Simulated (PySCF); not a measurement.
H5PSi, SMILES [SiH3]P (connectivity only; charge and spin as stated), charge +1, multiplicity 2.

Coordinates come from a B3LYP-D3(BJ)/def2-TZVP optimisation. The spin state was assumed, not searched.

The numbers are results of PySCF with B3LYP-D3(BJ)/def2-TZVP, not measurements.

Frequencies are harmonic and unscaled.

Computed normal modes with their intensities:
```json
[
 {"mode": "1", "ν (cm⁻¹)": "112", "IR (km/mol)": "1.1", "moving atoms (share of kinetic energy)": "H 99 %"},
 {"mode": "2", "ν (cm⁻¹)": "337", "IR (km/mol)": "3.0", "moving atoms (share of kinetic energy)": "H 92 %"},
 {"mode": "3", "ν (cm⁻¹)": "366", "IR (km/mol)": "11.1", "moving atoms (share of kinetic energy)": "P 45 %, Si 45 %, H 10 %"},
 {"mode": "4", "ν (cm⁻¹)": "389", "IR (km/mol)": "2.9", "moving atoms (share of kinetic energy)": "H 99 %"},
 {"mode": "5", "ν (cm⁻¹)": "575", "IR (km/mol)": "13.8", "moving atoms (share of kinetic energy)": "H 87 %"},
 {"mode": "6", "ν (cm⁻¹)": "651", "IR (km/mol)": "4.2", "moving atoms (share of kinetic energy)": "H 87 %"},
 {"mode": "7", "ν (cm⁻¹)": "838", "IR (km/mol)": "250.5", "moving atoms (share of kinetic energy)": "H 93 %"},
 {"mode": "8", "ν (cm⁻¹)": "918", "IR (km/mol)": "35.6", "moving atoms (share of kinetic energy)": "H 97 %"},
 {"mode": "9", "ν (cm⁻¹)": "924", "IR (km/mol)": "37.5", "moving atoms (share of kinetic energy)": "H 97 %"},
 {"mode": "10", "ν (cm⁻¹)": "1072", "IR (km/mol)": "19.6", "moving atoms (share of kinetic energy)": "H 95 %"},
 {"mode": "11", "ν (cm⁻¹)": "2252", "IR (km/mol)": "1.9", "moving atoms (share of kinetic energy)": "H 99 %"},
 {"mode": "12", "ν (cm⁻¹)": "2302", "IR (km/mol)": "6.3", "moving atoms (share of kinetic energy)": "H 96 %"},
 {"mode": "13", "ν (cm⁻¹)": "2323", "IR (km/mol)": "6.6", "moving atoms (share of kinetic energy)": "H 95 %"},
 {"mode": "14", "ν (cm⁻¹)": "2466", "IR (km/mol)": "8.5", "moving atoms (share of kinetic energy)": "H 98 %"},
 {"mode": "15", "ν (cm⁻¹)": "2503", "IR (km/mol)": "12.4", "moving atoms (share of kinetic energy)": "H 96 %"}
]
```
